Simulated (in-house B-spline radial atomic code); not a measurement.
W: [Xe] 4f14 5d4 6s2

Level of theory: Dirac-Kohn-Sham PBE, spherical fractional occupations, Fermi nucleus of rms radius 5.3658 fm; calculated with an all-electron radial atomic-structure program (B-spline basis).

Screening seen three ways: the hydrogenic charge with the same mean radius, Z_r = [3n² - l(l+1)]/(2<r>), the one with the same energy, Z_e = n√(-2ε), and Slater's rules. Values are occupation-weighted means over j. An effective charge above Z reflects the relativistic contraction of the inner shells.

```csv
shell,electrons,ε (eV),<r> (bohr),Z_r,Z_e,Slater
1s,2,-69372,0.01835,81.75,71.41,73.70
2s,2,-11966,0.07695,77.97,59.31,69.85
2p,6,-10543,0.06896,72.51,55.67,69.85
3s,2,-2755.6,0.2006,67.31,42.69,62.75
3p,6,-2328.1,0.2004,62.38,39.24,62.75
3d,10,-1800.1,0.1824,57.57,34.51,52.85
4s,2,-568.43,0.4495,53.40,25.85,46.25
4p,6,-426.71,0.4768,48.24,22.40,46.25
4d,10,-237.89,0.5116,41.05,16.73,34.85
5s,2,-78.854,1.068,35.11,12.04,16.35
5p,6,-43.733,1.247,29.27,8.96,16.35
4f,14,-33.089,0.6085,29.58,6.24,23.45
6s,2,-5.7153,3.178,16.99,3.89,3.45
5d,4,-4.4947,2.078,16.61,2.87,4.95
```

The least bound orbital is 5d5/2 at -4.203 eV, while the most diffuse is 6s1/2 (<r> = 3.178 bohr against 2.117 bohr): energy order and size order differ.

Spin-orbit splittings of the orbital energies (j = l + 1/2 above j = l - 1/2 when positive): 2p 1353 eV, 3p 292.5 eV, 3d 63.61 eV, 4p 67.78 eV, 4d 12.49 eV, 5p 9.817 eV, 4f 2.237 eV, 5d 0.7282 eV.

For the 1s electron the small component carries 7.79 % of the norm, the zero-frequency Breit interaction raises the level by 243.4 eV, self-energy by 152.2 eV, and vacuum polarisation lowers it by 28.79 eV.
